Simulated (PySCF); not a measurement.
**J couplings in C$_{5}$H$_{10}$N$_{2}$**

Geometry (Å), atoms numbered from 1 in this order:
```xyz
17

C     2.7882    0.0280    0.0776
C     1.6886   -0.7238    0.2503
N     0.4088   -0.2740    0.4501
C    -0.7668   -1.0639    0.1028
C    -1.9268   -0.0761    0.3181
C    -1.2126    1.1901    0.8301
N     0.1462    1.0921    0.3315
H     3.7603   -0.4554   -0.0229
H     2.7378    1.1179    0.0863
H     1.7541   -1.8172    0.2538
H    -0.7377   -1.4201   -0.9466
H    -0.8279   -1.9515    0.7523
H    -2.4410    0.1242   -0.6339
H    -2.6801   -0.4502    1.0260
H    -1.1807    1.1975    1.9312
H    -1.6791    2.1270    0.4945
H     0.1633    1.3495   -0.6660
```

Method: B3LYP/pcJ-1 (spin–dipole term only in couplings to heteroatoms)//PBE0-D3(BJ)/def2-SVP, PySCF 2.14.0 with density-fitted response routines; isolated molecule, single conformer, non-relativistic. Couplings are averaged over pairs made equivalent by symmetry, fast rotation or ring inversion, so a value needn't be that of the named pair in this geometry, while other rotamers aren't included; one pair stands for each set, and the list holds a selection of those of at least 1.5 Hz over up to four bonds.

Isotopes: 13C, 1H, 15N.

| pair | bonds | J (Hz) |
| --- | --- | --- |
| C1, C2 | 1 | 84.9 |
| C1, H8 | 1 | 172.3 |
| C1, H9 | 1 | ? |
| C2, N3 | 1 | -16.2 |
| C2, H10 | 1 | ? |
| N3, C4 | 1 | -7.4 |
| N3, N7 | 1 | ? |
| C4, C5 | 1 | 41.6 |
| C4, H11 | 1 | 144.7 |
| C5, C6 | 1 | 31.7 |
| C5, H13 | 1 | ? |
| C6, N7 | 1 | -3.9 |
| C6, H15 | 1 | 146.3 |
| N7, H17 | 1 | -59.6 |
| C2, H8 | 2 | ? |
| N3, C5 | 2 | -4.0 |
| N3, H10 | 2 | ? |
| N3, H17 | 2 | 1.7 |
| C4, H13 | 2 | -1.9 |
| C5, H11 | 2 | -2.1 |
| N7, H15 | 2 | ? |
| C2, C5 | 3 | 2.4 |
| C2, C6 | 3 | 4.1 |
| N3, H8 | 3 | -4.6 |
| N3, H9 | 3 | -2.1 |
| C4, H15 | 3 | ? |

Estimate the withheld couplings, with signs.

## Answers


- 1J(C1,H9) = 170.4 Hz (bond length 1.091 Å, sp2 carbon)
- 1J(C2,H10) = 168.4 Hz (bond length 1.095 Å, sp2 carbon)
- 1J(N3,N7) = -8.9 Hz (bond length 1.396 Å)
- 1J(C5,H13) = 137.4 Hz (bond length 1.100 Å, sp3 carbon)
- 2J(C2,H8) = 4.1 Hz (angle at C1 120°)
- 2J(N3,H10) = -7.2 Hz (angle at C2 113°)
- 2J(N7,H15) = -3.4 Hz (angle at C6 108°)
- 3J(C4,H15) = 2.9 Hz (mean over equivalent pairs that range from 1.1 to 4.6 Hz in this conformer)
